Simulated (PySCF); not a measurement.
GaH2, SMILES [GaH2], multiplicity 2.

The structure is a stationary point at B3LYP-D3(BJ)/def2-TZVPD. The spin state was assumed, not searched. The isomer is the one that the SMILES or the coordinates give; other isomers of the formula were not compared.

Two levels are set side by side: PBE/def2-TZVPD (PySCF) and B3LYP/def2-TZVPD (PySCF). Same geometry, gas phase. Differences are taken from unrounded values.

```json
[
 {"quantity": "α-spin orbital gap (eV)", "PBE": "1.79"},
 {"quantity": "β-spin orbital gap (eV)", "PBE": "3.84"},
 {"quantity": "dipole moment (D)", "PBE": "0.23"},
 {"quantity": "mean polarisability (bohr³)", "PBE": "41.8"}
]
```

Q: These are the PBE values. What does B3LYP give? (An estimate is asked for; the answer gives what the named calculation found.)

A: 
```tsv
quantity	B3LYP	PBE minus B3LYP
α-spin orbital gap (eV)	3.16	-1.37
β-spin orbital gap (eV)	5.27	-1.43
dipole moment (D)	0.32	-0.09
mean polarisability (bohr³)	40.7	1.0
```

Rough cost on one machine, each run with all the roots and properties that it gave: B3LYP against PBE within a factor of 2.
